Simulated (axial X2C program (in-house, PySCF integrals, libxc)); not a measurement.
**Outer orbitals of ZrBr at 2.487 Å, HF**

All values were computed with an axial X2C code built on PySCF integrals. Spin-free means the one-electron spin-free X2C Hamiltonian; two-component (2c) means X2C with spin–orbit coupling and atomic mean-field two-electron Coulomb and Gaunt terms, so the difference of the two also holds small scalar two-electron terms. Basis: Zr dyall-cv3z [11s12p9d6f3g], Br dyall-cv3z [8s9p6d4f1g] (cores contracted in-house); Gaussian nuclei, density fitting, unrestricted open shells. Masses: Zr 89.905 u, Br 78.918 u.

The distance is close to the 2c PBE0 minimum; the highest filled and lowest empty levels are listed.

Spin-free orbitals, state M_S = 3/2, Λ = 0 (beyond evenly filled blocks: σα, δ+α, δ-α) (Löwdin shares):

```json
{"symmetry": "σβ", "occupied": "yes", "ε (eV)": "-26.86", "atomic character": "73% Br s, 8% Zr p, 8% Zr d"}
{"symmetry": "σα", "occupied": "yes", "ε (eV)": "-26.73", "atomic character": "72% Br s, 8% Zr p, 8% Zr d"}
{"symmetry": "σα", "occupied": "yes", "ε (eV)": "-11.89", "atomic character": "79% Br p, 10% Zr d, 4% Zr s"}
{"symmetry": "σβ", "occupied": "yes", "ε (eV)": "-11.84", "atomic character": "81% Br p, 8% Zr d, 4% Zr s"}
{"symmetry": "π+β", "occupied": "yes", "ε (eV)": "-10.92", "atomic character": "80% Br p, 8% Zr d, 6% Zr f"}
{"symmetry": "π-β", "occupied": "yes", "ε (eV)": "-10.92", "atomic character": "80% Br p, 8% Zr d, 6% Zr f"}
{"symmetry": "π+α", "occupied": "yes", "ε (eV)": "-10.84", "atomic character": "78% Br p, 9% Zr d, 6% Zr f"}
{"symmetry": "π-α", "occupied": "yes", "ε (eV)": "-10.84", "atomic character": "78% Br p, 9% Zr d, 6% Zr f"}
{"symmetry": "δ+α", "occupied": "yes", "ε (eV)": "-7.72", "atomic character": "100% Zr d"}
{"symmetry": "δ-α", "occupied": "yes", "ε (eV)": "-7.72", "atomic character": "100% Zr d"}
{"symmetry": "σα", "occupied": "yes", "ε (eV)": "-6.83", "atomic character": "73% Zr s, 16% Zr d, 9% Zr p"}
{"symmetry": "σβ", "occupied": "no", "ε (eV)": "-0.03", "atomic character": "70% Zr s, 29% Zr p"}
{"symmetry": "π+α", "occupied": "no", "ε (eV)": "0.22", "atomic character": "85% Zr p, 14% Zr d"}
{"symmetry": "π-α", "occupied": "no", "ε (eV)": "0.22", "atomic character": "85% Zr p, 14% Zr d"}
{"symmetry": "σα", "occupied": "no", "ε (eV)": "0.24", "atomic character": "58% Zr p, 34% Zr d, 5% Zr s"}
```

Spinors with spin–orbit coupling (state Ω = 3/2):

```
   ω  occupied  ε (eV)             atomic character    λ mixture
-1/2       yes  -26.86   73% Br s, 8% Zr p, 8% Zr d       100% σ
 1/2       yes  -26.73   72% Br s, 8% Zr p, 8% Zr d       100% σ
 1/2       yes  -11.95   80% Br p, 9% Zr d, 4% Zr s  93% σ, 7% π
-1/2       yes  -11.90   81% Br p, 8% Zr d, 4% Zr s  93% σ, 7% π
 1/2       yes  -11.03   80% Br p, 8% Zr d, 5% Zr f  93% π, 7% σ
-1/2       yes  -10.95   78% Br p, 9% Zr d, 5% Zr f  93% π, 7% σ
-3/2       yes  -10.74   79% Br p, 8% Zr d, 6% Zr f       100% π
 3/2       yes  -10.66   78% Br p, 9% Zr d, 6% Zr f       100% π
-3/2       yes   -7.78                    100% Zr d       100% δ
 5/2       yes   -7.66                    100% Zr d       100% δ
 1/2       yes   -6.83  72% Zr s, 17% Zr d, 9% Zr p       100% σ
-1/2        no   -0.03           68% Zr s, 30% Zr p  99% σ, 1% π
-1/2        no    0.21           85% Zr p, 14% Zr d  99% π, 1% σ
 3/2        no    0.24           85% Zr p, 14% Zr d       100% π
 1/2        no    0.24  58% Zr p, 33% Zr d, 5% Zr s       100% σ
```

Mulliken charges and populations of the two-component result (they depend on the basis, above all on diffuse functions):

Zr 0.36 e (s 8.87 p 18.18 d 12.51 f 0.06 g 0.02), Br -0.36 e (s 7.94 p 17.40 d 10.02). ⟨Lz⟩ = 0.00 ħ and ⟨Sz⟩ = 1.50 ħ (1.53 and -0.03 on the two atoms), which add up to Ω.

The state is a single determinant with fixed occupations, the lowest that a limited PBE0 search found. Other states lie close and PBE0, whose exact exchange favours high spin, may order them wrongly; the determinant shown need not be the ground state. The nearest other spin-free determinant of the search, M_S = 3/2, Λ = 3, lies 0.14 eV up at the distance of the search. With several unpaired electrons one determinant need not be a pure state. This is the top spin component of a Σ state; components of lower Ω are not single determinants and can lie lower.
